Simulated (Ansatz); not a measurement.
Consider the silylene formation by 1,1-elimination: `O[SiH](F)[SiH2]Cl` → `O[SiH2]F` + `[SiH]Cl`.

Calculated with Ansatz (gas phase, PBE0-D4/def2-TZVP geometries, no zero-point term in ΔE). CCSD(T)/CBS is the MP2 limit (def2-TZVPP, def2-QZVPP) plus CCSD(T) − MP2 in def2-TZVPP, frozen cores. This one scheme is used for every species. DFT in def2-TZVPP. B3LYP here is the variant with VWN-RPA as its local correlation; programs differ in this. HSE06 is defined as in plane-wave codes. Each species was taken in one conformer, which may not be the lowest.

`O[SiH](F)[SiH2]Cl`:

Cartesian coordinates in Å:
```
O -1.575 1.201 -0.149
Si -0.757 0.153 0.796
F -0.078 0.901 2.035
Si 0.981 -0.790 -0.478
Cl 1.549 0.735 -1.765
H -1.066 1.719 -0.778
H -1.754 -0.790 1.346
H 2.173 -1.196 0.305
H 0.526 -1.932 -1.311
```

`O[SiH2]F`:

```xyz
6

O     0.450   -1.189    0.065
Si    0.039    0.380   -0.096
F    -0.310    1.027    1.320
H    -0.230   -1.829    0.278
H     1.227    1.067   -0.636
H    -1.175    0.544   -0.930
```

`[SiH]Cl`:

Cartesian coordinates in Å:
```
Si -0.264 -0.035 0.781
Cl 1.459 -0.162 -0.371
H -1.195 0.197 -0.410
```

| level | ΔE (kcal/mol) |
| --- | --- |
| ωB97X-V | 46.8 |
| BLYP | 35.3 |
| B3LYP | 38.6 |
| HSE06 | 45.7 |
| LC-ωPBE | 48.6 |
| RPA@PBE/def2-TZVPP | 37.4 |
| SCS-MP2/def2-TZVPP | 41.9 |
| CCSD/def2-TZVPP | 40.9 |

(1) What does CCSD(T)/CBS give? (Estimate.)

Largest T1 diagnostic among the species: 0.013.

Results:

(1) The calculation gave: +43.5 kcal/mol. The listed levels differ from it by 3.3, -8.2, -4.9, 2.2, 5.1, -6.1, -1.6, -2.6 kcal/mol.

Leaving LDA and LC-ωPBE aside and taking each functional with its dispersion term where it has one, the values, not all of them listed here, spread over 8.5 kcal/mol, from BLYP-D4 to r2SCAN0-D4. LDA lies +7.5 kcal/mol from PBE without D4. The D4 term adds +4.0 kcal/mol with B3LYP and +2.2 kcal/mol with PBE0; it sums over pairs of atoms, weighted by their polarisabilities, and B3LYP, whose exchange is more repulsive, gets the larger term. From PBE to PBE0 (25 % exact exchange), in def2-TZVPP and without D4, ΔE moves by +2.1 kcal/mol.
